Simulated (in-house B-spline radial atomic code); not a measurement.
Atomic self-consistent-field run: Se²⁺. Level of theory: non-relativistic BP86, spin-polarised, spherical fractional occupations, point nucleus; calculated with a B-spline radial code for spherical atoms.

Command:
```bash
python run_scf.py task.json out
```
Settings:
```
Z                34
configuration    [Ar] 3d10 4s2 4p2
hamiltonian      nr
method           b88,p86
spin_polarised   True
```

Output (hartree, bohr):
```
 radial grid: 54 intervals, B-splines of order 8, outer radius 38.5185 bohr

 iter        energy (Eh)    residual
    1       -2399.417603    4.31e-01
    2       -2399.837640    2.06e-01
    3       -2400.670609    1.70e-02
    4       -2400.674073    8.11e-03
    5       -2400.674491    1.28e-03
    6       -2400.674506    8.11e-04
    7       -2400.674518    2.95e-05
    8       -2400.674518    3.01e-06
    9       -2400.674518    5.12e-08

 total energy                     -2400.67452
 kinetic                            2399.2490
 electron-nucleus                  -5714.7471
 Hartree                            1001.5838
 exchange-correlation                -86.7603

 orbital      occ     eigenvalue          <r>       <r^2>       <1/r>       r_max
 1s up      1.000      -453.0305    0.0449874  0.00271046     33.5036     0.02971
 1s down    1.000      -453.0258    0.0449871  0.00271043     33.5038     0.02971
 2s up      1.000       -58.2514      0.19998   0.0470814     7.40481      0.1681
 2s down    1.000       -58.2491     0.199977   0.0470797     7.40474      0.1681
 2p up      3.000       -52.3948     0.172769   0.0364813     7.38173      0.1333
 2p down    3.000       -52.3906     0.172772   0.0364819     7.38154      0.1333
 3s up      1.000        -8.4123      0.58497    0.393836     2.42642      0.5117
 3s down    1.000        -8.4060      0.58478    0.393465     2.42664      0.5117
 3p up      3.000        -6.3992     0.594195    0.414079     2.31102      0.5043
 3p down    3.000        -6.3920     0.593771    0.413275     2.31185      0.5044
 3d up      5.000        -2.8383     0.627259    0.491221     2.03787      0.4516
 3d down    5.000        -2.8284     0.624528     0.48571      2.0428      0.4516
 4s up      1.000        -1.3938      1.71705     3.34127    0.765959       1.502
 4s down    1.000        -1.3172      1.71497     3.34416    0.770512       1.489
 4p up      2.000        -0.9710      1.97942     4.47102     0.65627       1.702
```

Time taken, with all properties: 0.15 s on 1 thread of Arm Neoverse V1 (shared host).
